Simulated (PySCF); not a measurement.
B3LYP has the VWN-RPA correlation part, as in Gaussian. Excitations are Tamm–Dancoff values on a coarser integration grid. The basis has no diffuse functions, so Rydberg states are missing or too high.

Z-matrix (Å, degrees):
```
C
C 1 1.3354
H 2 1.0815 1 134.18
H 1 1.0822 2 131.39 3 0.04
C 1 1.4970 4 129.32 2 -179.93
H 5 1.0912 1 116.06 4 -66.11
H 5 1.0912 6 110.40 1 -134.77
S 2 1.7620 3 127.75 1 -179.94
```
Charge 0, multiplicity 1.

Problem. What dipole moment, HOMO and S1–T1 gap (TDA) does B3LYP-D3(BJ)/def2-TZVP // PBE0-D3(BJ)/def2-TZVP (PySCF 2.14.0) give?

Solution. 
* **dipole moment**: 1.35 D
* **HOMO**: -5.96 eV
* **S1–T1 gap (TDA)**: 0.59 eV
